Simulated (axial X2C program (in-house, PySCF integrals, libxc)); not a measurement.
# Outer orbitals of TaS⁻ at 2.231 Å, TPSSh

All values were computed with an axial X2C code built on PySCF integrals. Spin-free means the one-electron spin-free X2C Hamiltonian; two-component (2c) means X2C with spin–orbit coupling and atomic mean-field two-electron Coulomb and Gaunt terms, so the difference of the two also holds small scalar two-electron terms. Basis: Ta dyall-acv3z [14s15p10d7f4g], S dyall-av3z [9s8p3d2f] (cores contracted in-house); Gaussian nuclei, density fitting, unrestricted open shells. Masses: Ta 180.948 u, S 31.972 u.

The distance is close to the 2c PBE0 minimum; the highest filled and lowest empty levels are listed.

Spin-free orbitals, state M_S = 1, Λ = 0 (beyond evenly filled blocks: δ+α, δ-α) (Löwdin shares):

```csv
symmetry,occupied,ε (eV),atomic character
σα,yes,-20.98,100% Ta f
π+α,yes,-20.95,100% Ta f
π-α,yes,-20.95,100% Ta f
δ+α,yes,-20.87,100% Ta f
δ-α,yes,-20.87,100% Ta f
σβ,yes,-20.81,100% Ta f
π+β,yes,-20.79,100% Ta f
π-β,yes,-20.79,100% Ta f
φ+α,yes,-20.72,100% Ta f
φ-α,yes,-20.72,100% Ta f
δ-β,yes,-20.72,100% Ta f
δ+β,yes,-20.72,100% Ta f
φ+β,yes,-20.44,100% Ta f
φ-β,yes,-20.44,100% Ta f
σβ,yes,-12.32,"69% S s, 11% Ta d, 9% Ta p"
σα,yes,-12.11,"68% S s, 11% Ta d, 9% Ta p"
σβ,yes,-3.05,"69% S p, 14% Ta d, 10% Ta s"
σα,yes,-3.00,"70% S p, 13% Ta d, 10% Ta s"
π+α,yes,-2.05,"63% S p, 25% Ta d, 4% Ta p"
π-α,yes,-2.05,"63% S p, 25% Ta d, 4% Ta p"
π-β,yes,-2.03,"69% S p, 19% Ta d, 5% Ta f"
π+β,yes,-2.03,"69% S p, 19% Ta d, 5% Ta f"
σα,yes,-0.95,"49% Ta s, 33% Ta d, 8% S p"
σβ,yes,0.23,"55% Ta s, 28% Ta p, 9% S p"
δ-α,yes,0.39,97% Ta d
δ+α,yes,0.39,97% Ta d
σβ,no,1.81,"94% Ta p, 2% Ta s"
π+β,no,1.85,"96% Ta p, 3% Ta d"
π-β,no,1.85,"96% Ta p, 3% Ta d"
π+α,no,1.89,"79% Ta p, 16% Ta d, 4% S p"
π-α,no,1.89,"79% Ta p, 16% Ta d, 4% S p"
```

The highest filled level is positive, so this functional does not bind it, and the empty levels of an anion are set by the basis.

Spinors with spin–orbit coupling (state Ω = 1):

```json
{"ω": "1/2", "occupied": "yes", "ε (eV)": "-20.16", "atomic character": "100% Ta f", "λ mixture": "52% σ, 48% π"}
{"ω": "3/2", "occupied": "yes", "ε (eV)": "-20.14", "atomic character": "100% Ta f", "λ mixture": "66% π, 34% δ"}
{"ω": "-1/2", "occupied": "yes", "ε (eV)": "-20.13", "atomic character": "100% Ta f", "λ mixture": "61% σ, 39% π"}
{"ω": "-3/2", "occupied": "yes", "ε (eV)": "-20.08", "atomic character": "100% Ta f", "λ mixture": "73% π, 27% δ"}
{"ω": "5/2", "occupied": "yes", "ε (eV)": "-20.06", "atomic character": "100% Ta f", "λ mixture": "79% δ, 21% φ"}
{"ω": "7/2", "occupied": "yes", "ε (eV)": "-20.00", "atomic character": "100% Ta f", "λ mixture": "100% φ"}
{"ω": "-5/2", "occupied": "yes", "ε (eV)": "-19.98", "atomic character": "100% Ta f", "λ mixture": "86% δ, 14% φ"}
{"ω": "-7/2", "occupied": "yes", "ε (eV)": "-19.71", "atomic character": "100% Ta f", "λ mixture": "100% φ"}
{"ω": "-1/2", "occupied": "yes", "ε (eV)": "-12.31", "atomic character": "69% S s, 11% Ta d, 9% Ta p", "λ mixture": "100% σ"}
{"ω": "1/2", "occupied": "yes", "ε (eV)": "-12.10", "atomic character": "68% S s, 11% Ta d, 9% Ta p", "λ mixture": "100% σ"}
{"ω": "-1/2", "occupied": "yes", "ε (eV)": "-3.06", "atomic character": "69% S p, 14% Ta d, 10% Ta s", "λ mixture": "100% σ"}
{"ω": "1/2", "occupied": "yes", "ε (eV)": "-2.99", "atomic character": "69% S p, 13% Ta d, 10% Ta s", "λ mixture": "100% σ"}
{"ω": "-1/2", "occupied": "yes", "ε (eV)": "-2.10", "atomic character": "63% S p, 26% Ta d, 4% Ta p", "λ mixture": "100% π"}
{"ω": "1/2", "occupied": "yes", "ε (eV)": "-2.07", "atomic character": "68% S p, 20% Ta d, 5% Ta f", "λ mixture": "100% π"}
{"ω": "3/2", "occupied": "yes", "ε (eV)": "-2.00", "atomic character": "63% S p, 25% Ta d, 4% Ta f", "λ mixture": "100% π"}
{"ω": "-3/2", "occupied": "yes", "ε (eV)": "-1.99", "atomic character": "69% S p, 20% Ta d, 5% Ta f", "λ mixture": "100% π"}
{"ω": "1/2", "occupied": "yes", "ε (eV)": "-0.94", "atomic character": "49% Ta s, 33% Ta d, 8% S p", "λ mixture": "100% σ, 0% π"}
{"ω": "-3/2", "occupied": "yes", "ε (eV)": "0.16", "atomic character": "97% Ta d", "λ mixture": "99% δ, 1% π"}
{"ω": "-1/2", "occupied": "yes", "ε (eV)": "0.23", "atomic character": "54% Ta s, 28% Ta p, 9% S p", "λ mixture": "99% σ, 1% π"}
{"ω": "5/2", "occupied": "yes", "ε (eV)": "0.61", "atomic character": "97% Ta d", "λ mixture": "100% δ"}
{"ω": "-1/2", "occupied": "no", "ε (eV)": "1.82", "atomic character": "76% Ta p, 17% Ta d, 4% S p", "λ mixture": "58% σ, 42% π"}
{"ω": "-1/2", "occupied": "no", "ε (eV)": "1.83", "atomic character": "78% Ta p, 16% Ta d, 4% S p", "λ mixture": "54% π, 46% σ"}
{"ω": "1/2", "occupied": "no", "ε (eV)": "1.84", "atomic character": "92% Ta p, 5% Ta d", "λ mixture": "96% π, 4% σ"}
{"ω": "-3/2", "occupied": "no", "ε (eV)": "1.86", "atomic character": "97% Ta p, 2% Ta d", "λ mixture": "100% π"}
```

The highest filled level is positive, so this functional does not bind it, and the empty levels of an anion are set by the basis.

(1) How does the gap between the highest filled and lowest empty level change from the spin-free to the 2c table?

Mulliken charges and populations of the two-component result (they depend on the basis, above all on diffuse functions):

Ta -0.55 e (s 11.61 p 24.45 d 23.42 f 14.05 g 0.01), S -0.45 e (s 5.94 p 10.46 d 0.04 f 0.01). ⟨Lz⟩ = 0.01 ħ and ⟨Sz⟩ = 0.99 ħ (1.11 and -0.12 on the two atoms), which add up to Ω.

The state is a single determinant with fixed occupations, the lowest that a limited PBE0 search found. Density functionals use the spin component along the axis (collinear). PBE0 can misorder states that lie within some tenths of an eV, so this need not be the ground state of the molecule. The nearest other spin-free determinant of the search, M_S = 0, Λ = 4, lies 0.89 eV up at the distance of the search. With several unpaired electrons one determinant need not be a pure state. Open-shell Ω = 0 determinants with evenly filled partner blocks cannot be reached by this program, so the Ω shown need not be the lowest component. The highest occupied level of some functionals is positive through self-interaction error; at Hartree–Fock it is bound. The determinant is spin-polarised beyond a pure state at some levels (its spin-free form has ⟨S²⟩ too high), which makes Re and μ there less reliable.

## Answers

(1) From 1.42 to 1.21 eV at TPSSh, a change of -0.21 eV.
